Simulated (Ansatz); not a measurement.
Born–Oppenheimer molecular dynamics of a periodic cell of 17 atoms, Si16O (host Si, host structure diamond, interstitial O). It goes on from the last frame of an earlier run, with new velocities.

All numbers below come from DFT LDA, scalar-relativistic, plane waves, PAW in Ansatz 0.2.0. Settings: accuracy low, PAW set soft_1, cutoff 420 eV, k mesh 2x2x2, fermi-dirac smearing 0.02 eV, spin collinear.

- ensemble: NVT, Langevin thermostat
- time step: 1 fs
- steps asked: 120
- set temperature: 1260 K
- friction: 0.01 /fs
- seed: 93500

Frames 2 fs apart, positions in Å, forces in eV/Å.

Velocities at 50 fs (Å/ps):

```
Si -1.38 1.81 3.35
Si 2.61 -4.04 -10.98
Si 0.28 -6.81 -3.82
Si -5.30 -2.41 -7.95
Si 3.24 -8.62 -0.90
Si 9.11 1.31 0.05
Si -1.32 2.00 3.70
Si -0.52 -2.81 8.21
Si -4.06 5.85 0.88
Si -7.31 9.96 -1.78
Si -5.80 4.11 3.53
Si -1.89 1.17 8.21
Si 0.00 12.97 -13.20
Si -1.77 15.69 2.27
Si 2.51 1.06 3.91
Si 2.76 11.66 5.43
O 0.69 3.56 10.81
```

```xyz
17
Lattice="0.0000 5.4300 5.4300 5.4300 0.0000 5.4300 5.4300 5.4300 0.0000" Properties=species:S:1:pos:R:3:forces:R:3 time_fs=50 energy_less_start_eV=0.289 T=1188
Si 0.323 -0.446 0.095 0.78 1.02 -1.63
Si 1.078 1.373 1.415 0.95 -0.26 1.09
Si 2.640 2.663 0.125 -1.32 -1.61 -1.07
Si 4.030 4.001 1.140 -0.51 1.93 1.06
Si 2.659 0.110 3.034 1.12 1.43 -1.88
Si 4.622 1.043 3.968 -0.92 1.17 1.21
Si 5.282 2.925 2.592 2.39 -1.65 1.93
Si 6.834 4.137 4.233 -1.20 -0.98 -0.86
Si -0.235 2.945 2.688 1.81 0.34 -0.83
Si 1.686 3.931 3.855 -0.69 -0.09 0.13
Si 2.749 5.581 2.520 0.66 -0.71 0.27
Si 4.058 6.904 4.009 -1.71 0.50 -0.51
Si 2.995 3.058 5.564 1.44 0.56 -0.18
Si 4.376 4.654 6.685 -1.77 -0.19 1.37
Si 5.635 5.884 5.156 1.60 -0.32 2.07
Si 7.048 7.213 6.804 -2.22 -0.25 -0.48
O 4.379 2.098 5.440 -0.42 -0.91 -1.68
17
Lattice="0.0000 5.4300 5.4300 5.4300 0.0000 5.4300 5.4300 5.4300 0.0000" Properties=species:S:1:pos:R:3:forces:R:3 time_fs=52 energy_less_start_eV=0.343 T=1171
Si 0.324 -0.443 0.098 0.71 0.88 -1.62
Si 1.085 1.363 1.395 0.79 -0.06 1.42
Si 2.639 2.647 0.117 -1.33 -1.52 -0.97
Si 4.020 3.996 1.123 -0.39 1.94 1.32
Si 2.665 0.093 3.031 1.12 1.52 -1.78
Si 4.639 1.045 3.971 -1.14 1.18 1.26
Si 5.279 2.928 2.602 2.26 -1.48 1.74
Si 6.831 4.132 4.250 -1.16 -0.89 -1.01
Si -0.243 2.957 2.690 1.81 0.17 -0.91
Si 1.671 3.950 3.853 -0.67 -0.14 0.06
Si 2.737 5.590 2.528 0.76 -0.66 0.15
Si 4.052 6.907 4.027 -1.53 0.43 -0.77
Si 2.997 3.082 5.540 1.49 0.34 0.10
Si 4.370 4.686 6.689 -1.78 -0.45 1.37
Si 5.641 5.886 5.165 1.61 -0.16 2.03
Si 7.051 7.237 6.812 -2.08 -0.22 -0.58
O 4.379 2.102 5.458 -0.49 -0.86 -1.83
17
Lattice="0.0000 5.4300 5.4300 5.4300 0.0000 5.4300 5.4300 5.4300 0.0000" Properties=species:S:1:pos:R:3:forces:R:3 time_fs=54 energy_less_start_eV=0.371 T=1221
Si 0.326 -0.443 0.100 0.62 0.76 -1.55
Si 1.095 1.354 1.378 0.62 0.08 1.72
Si 2.633 2.627 0.107 -1.29 -1.36 -0.85
Si 4.009 3.991 1.104 -0.24 1.87 1.63
Si 2.674 0.080 3.024 1.07 1.54 -1.63
Si 4.658 1.045 3.976 -1.33 1.18 1.26
Si 5.278 2.929 2.618 2.05 -1.25 1.45
Si 6.827 4.127 4.265 -1.08 -0.78 -1.16
Si -0.253 2.967 2.693 1.80 0.05 -1.00
Si 1.654 3.967 3.853 -0.61 -0.20 -0.03
Si 2.723 5.598 2.535 0.83 -0.60 0.01
Si 4.044 6.910 4.043 -1.32 0.30 -0.99
Si 3.002 3.106 5.518 1.54 0.07 0.36
Si 4.362 4.717 6.691 -1.76 -0.71 1.37
Si 5.646 5.888 5.173 1.58 0.01 1.97
Si 7.048 7.263 6.820 -1.86 -0.22 -0.68
O 4.380 2.099 5.468 -0.62 -0.73 -1.88
17
Lattice="0.0000 5.4300 5.4300 5.4300 0.0000 5.4300 5.4300 5.4300 0.0000" Properties=species:S:1:pos:R:3:forces:R:3 time_fs=56 energy_less_start_eV=0.367 T=1194
Si 0.333 -0.442 0.098 0.44 0.63 -1.40
Si 1.104 1.348 1.363 0.45 0.14 1.99
Si 2.624 2.607 0.100 -1.20 -1.15 -0.75
Si 3.994 3.989 1.085 -0.01 1.79 1.91
Si 2.685 0.066 3.014 1.01 1.58 -1.46
Si 4.679 1.048 3.986 -1.52 1.16 1.22
Si 5.282 2.927 2.635 1.78 -0.97 1.14
Si 6.824 4.125 4.281 -1.00 -0.70 -1.30
Si -0.257 2.978 2.698 1.72 -0.06 -1.07
Si 1.636 3.979 3.854 -0.48 -0.24 -0.14
Si 2.712 5.604 2.545 0.84 -0.51 -0.15
Si 4.034 6.914 4.057 -1.05 0.16 -1.17
Si 3.008 3.129 5.497 1.55 -0.23 0.61
Si 4.351 4.745 6.695 -1.72 -0.97 1.35
Si 5.650 5.889 5.186 1.51 0.21 1.86
Si 7.040 7.287 6.828 -1.56 -0.27 -0.78
O 4.381 2.093 5.470 -0.76 -0.56 -1.85
17
Lattice="0.0000 5.4300 5.4300 5.4300 0.0000 5.4300 5.4300 5.4300 0.0000" Properties=species:S:1:pos:R:3:forces:R:3 time_fs=58 energy_less_start_eV=0.362 T=1132
Si 0.346 -0.440 0.094 0.19 0.50 -1.20
Si 1.112 1.343 1.351 0.31 0.14 2.23
Si 2.612 2.583 0.092 -1.03 -0.82 -0.62
Si 3.981 3.990 1.068 0.18 1.65 2.11
Si 2.699 0.053 3.003 0.89 1.60 -1.27
Si 4.695 1.051 3.998 -1.65 1.13 1.18
Si 5.290 2.923 2.652 1.48 -0.68 0.84
Si 6.819 4.124 4.296 -0.88 -0.65 -1.43
Si -0.258 2.985 2.702 1.59 -0.13 -1.15
Si 1.617 3.989 3.852 -0.31 -0.27 -0.26
Si 2.703 5.611 2.554 0.84 -0.43 -0.31
Si 4.025 6.919 4.069 -0.77 -0.01 -1.32
Si 3.013 3.151 5.476 1.51 -0.44 0.83
Si 4.339 4.774 6.699 -1.65 -1.23 1.31
Si 5.654 5.889 5.199 1.41 0.41 1.75
Si 7.032 7.311 6.835 -1.28 -0.34 -0.86
O 4.375 2.090 5.470 -0.81 -0.44 -1.82
17
Lattice="0.0000 5.4300 5.4300 5.4300 0.0000 5.4300 5.4300 5.4300 0.0000" Properties=species:S:1:pos:R:3:forces:R:3 time_fs=60 energy_less_start_eV=0.332 T=1138
Si 0.359 -0.436 0.090 -0.07 0.38 -0.98
Si 1.120 1.340 1.344 0.18 0.11 2.44
Si 2.597 2.561 0.082 -0.80 -0.41 -0.44
Si 3.966 3.998 1.056 0.30 1.44 2.19
Si 2.716 0.044 2.991 0.70 1.57 -1.04
Si 4.709 1.055 4.010 -1.75 1.12 1.12
Si 5.301 2.919 2.668 1.17 -0.41 0.58
Si 6.814 4.119 4.307 -0.77 -0.51 -1.55
Si -0.259 2.991 2.707 1.46 -0.18 -1.21
Si 1.599 3.999 3.850 -0.11 -0.30 -0.34
Si 2.694 5.617 2.562 0.82 -0.29 -0.46
Si 4.017 6.928 4.081 -0.50 -0.22 -1.46
Si 3.022 3.170 5.456 1.31 -0.52 0.98
Si 4.324 4.797 6.702 -1.54 -1.43 1.23
Si 5.657 5.889 5.213 1.32 0.59 1.62
Si 7.021 7.338 6.837 -0.98 -0.50 -0.92
O 4.362 2.090 5.466 -0.74 -0.42 -1.77
17
Lattice="0.0000 5.4300 5.4300 5.4300 0.0000 5.4300 5.4300 5.4300 0.0000" Properties=species:S:1:pos:R:3:forces:R:3 time_fs=62 energy_less_start_eV=0.311 T=1281
Si 0.366 -0.429 0.086 -0.26 0.25 -0.76
Si 1.131 1.337 1.344 0.03 0.04 2.61
Si 2.578 2.538 0.071 -0.53 0.03 -0.24
Si 3.947 4.010 1.049 0.39 1.19 2.21
Si 2.733 0.038 2.981 0.49 1.53 -0.82
Si 4.721 1.057 4.024 -1.81 1.13 1.01
Si 5.313 2.913 2.683 0.83 -0.14 0.39
Si 6.810 4.112 4.315 -0.68 -0.36 -1.64
Si -0.256 2.998 2.710 1.30 -0.24 -1.27
Si 1.580 4.009 3.843 0.09 -0.34 -0.32
Si 2.684 5.622 2.570 0.78 -0.08 -0.62
Si 4.006 6.938 4.092 -0.18 -0.46 -1.59
Si 3.033 3.188 5.436 1.08 -0.55 1.09
Si 4.309 4.819 6.706 -1.42 -1.63 1.14
Si 5.660 5.887 5.229 1.21 0.77 1.46
Si 7.008 7.370 6.837 -0.62 -0.73 -0.97
O 4.351 2.092 5.459 -0.69 -0.39 -1.69
17
Lattice="0.0000 5.4300 5.4300 5.4300 0.0000 5.4300 5.4300 5.4300 0.0000" Properties=species:S:1:pos:R:3:forces:R:3 time_fs=64 energy_less_start_eV=0.323 T=1289
Si 0.372 -0.422 0.081 -0.39 0.13 -0.53
Si 1.142 1.337 1.347 -0.11 -0.09 2.73
Si 2.557 2.516 0.057 -0.26 0.48 0.01
Si 3.931 4.024 1.042 0.42 0.91 2.20
Si 2.751 0.037 2.972 0.26 1.48 -0.60
Si 4.729 1.058 4.038 -1.83 1.14 0.88
Si 5.330 2.906 2.700 0.43 0.13 0.24
Si 6.809 4.106 4.320 -0.63 -0.18 -1.70
Si -0.252 3.003 2.711 1.10 -0.30 -1.31
Si 1.561 4.017 3.832 0.30 -0.36 -0.24
Si 2.675 5.626 2.577 0.75 0.17 -0.79
Si 3.996 6.952 4.099 0.19 -0.77 -1.72
Si 3.044 3.206 5.415 0.83 -0.58 1.17
Si 4.295 4.837 6.710 -1.29 -1.81 1.01
Si 5.663 5.883 5.246 1.07 0.98 1.25
Si 6.988 7.405 6.835 -0.18 -1.02 -1.04
O 4.339 2.091 5.449 -0.66 -0.33 -1.56
17
Lattice="0.0000 5.4300 5.4300 5.4300 0.0000 5.4300 5.4300 5.4300 0.0000" Properties=species:S:1:pos:R:3:forces:R:3 time_fs=66 energy_less_start_eV=0.358 T=1314
Si 0.377 -0.413 0.075 -0.47 0.01 -0.31
Si 1.153 1.337 1.353 -0.23 -0.22 2.81
Si 2.537 2.494 0.042 -0.02 0.90 0.25
Si 3.917 4.039 1.036 0.42 0.63 2.15
Si 2.768 0.038 2.965 0.02 1.41 -0.39
Si 4.733 1.059 4.054 -1.82 1.11 0.68
Si 5.346 2.900 2.720 0.06 0.36 0.11
Si 6.809 4.098 4.324 -0.58 0.04 -1.73
Si -0.247 3.008 2.711 0.87 -0.37 -1.37
Si 1.540 4.025 3.819 0.55 -0.35 -0.13
Si 2.673 5.626 2.580 0.68 0.41 -0.93
Si 3.986 6.965 4.104 0.55 -1.05 -1.82
Si 3.055 3.223 5.393 0.55 -0.61 1.22
Si 4.278 4.849 6.711 -1.12 -1.92 0.86
Si 5.669 5.881 5.265 0.92 1.13 1.06
Si 6.968 7.439 6.829 0.26 -1.29 -1.10
O 4.323 2.084 5.437 -0.65 -0.20 -1.36
17
Lattice="0.0000 5.4300 5.4300 5.4300 0.0000 5.4300 5.4300 5.4300 0.0000" Properties=species:S:1:pos:R:3:forces:R:3 time_fs=68 energy_less_start_eV=0.409 T=1303
Si 0.381 -0.403 0.069 -0.52 -0.13 -0.07
Si 1.161 1.339 1.363 -0.29 -0.34 2.81
Si 2.518 2.477 0.026 0.14 1.20 0.49
Si 3.903 4.052 1.036 0.46 0.41 2.06
Si 2.784 0.043 2.958 -0.24 1.33 -0.16
Si 4.736 1.058 4.071 -1.79 1.04 0.36
Si 5.360 2.892 2.740 -0.23 0.54 0.00
Si 6.809 4.089 4.326 -0.56 0.32 -1.74
Si -0.245 3.010 2.710 0.63 -0.42 -1.42
Si 1.518 4.031 3.806 0.83 -0.28 -0.05
Si 2.675 5.630 2.582 0.57 0.55 -1.01
Si 3.978 6.977 4.109 0.88 -1.29 -1.88
Si 3.068 3.238 5.368 0.27 -0.66 1.26
Si 4.256 4.857 6.713 -0.86 -2.00 0.66
Si 5.674 5.880 5.288 0.76 1.21 0.89
Si 6.949 7.471 6.821 0.66 -1.48 -1.15
O 4.307 2.072 5.419 -0.70 0.01 -1.05
17
Lattice="0.0000 5.4300 5.4300 5.4300 0.0000 5.4300 5.4300 5.4300 0.0000" Properties=species:S:1:pos:R:3:forces:R:3 time_fs=70 energy_less_start_eV=0.507 T=1262
Si 0.383 -0.392 0.065 -0.55 -0.28 0.11
Si 1.169 1.340 1.375 -0.31 -0.41 2.77
Si 2.498 2.466 0.009 0.26 1.35 0.79
Si 3.892 4.064 1.038 0.48 0.24 1.97
Si 2.798 0.048 2.950 -0.52 1.24 0.08
Si 4.735 1.057 4.085 -1.70 0.90 0.00
Si 5.371 2.884 2.759 -0.50 0.69 -0.08
Si 6.808 4.076 4.328 -0.58 0.69 -1.77
Si -0.246 3.013 2.707 0.42 -0.49 -1.45
Si 1.496 4.035 3.794 1.11 -0.15 0.02
Si 2.681 5.638 2.583 0.41 0.59 -1.05
Si 3.969 6.989 4.114 1.22 -1.48 -1.95
Si 3.084 3.253 5.343 -0.07 -0.68 1.29
Si 4.234 4.864 6.713 -0.60 -2.06 0.47
Si 5.681 5.881 5.312 0.62 1.22 0.70
Si 6.929 7.500 6.813 1.05 -1.61 -1.23
O 4.290 2.061 5.399 -0.74 0.24 -0.68
17
Lattice="0.0000 5.4300 5.4300 5.4300 0.0000 5.4300 5.4300 5.4300 0.0000" Properties=species:S:1:pos:R:3:forces:R:3 time_fs=72 energy_less_start_eV=0.626 T=1131
Si 0.386 -0.382 0.060 -0.60 -0.39 0.31
Si 1.175 1.339 1.389 -0.27 -0.41 2.65
Si 2.480 2.455 -0.011 0.29 1.46 1.15
Si 3.882 4.078 1.044 0.51 0.06 1.82
Si 2.812 0.054 2.941 -0.82 1.15 0.34
Si 4.732 1.056 4.096 -1.57 0.72 -0.40
Si 5.381 2.877 2.777 -0.73 0.79 -0.16
Si 6.804 4.064 4.327 -0.57 1.06 -1.77
Si -0.248 3.018 2.702 0.22 -0.58 -1.47
Si 1.474 4.039 3.783 1.41 -0.03 0.07
Si 2.688 5.646 2.584 0.25 0.59 -1.06
Si 3.963 6.999 4.119 1.55 -1.63 -2.00
Si 3.101 3.264 5.319 -0.46 -0.60 1.28
Si 4.213 4.866 6.713 -0.28 -2.07 0.22
Si 5.690 5.886 5.337 0.45 1.17 0.55
Si 6.911 7.526 6.804 1.36 -1.70 -1.27
O 4.270 2.053 5.376 -0.73 0.41 -0.27
```

Of the whole run (120 fs, mean temperature of the second half 1125 K): The mean temperature of the second half is 11 % below the set value. A run of 0.12 ps of so small a system gives no equilibrium averages. Limits of this set-up: PAW files made for another functional, a small cell, in which the defect meets its images, low accuracy level.

Time of the run: 26 min on 1 thread of Arm Neoverse V1 (shared host), peak memory 0.6 GiB.
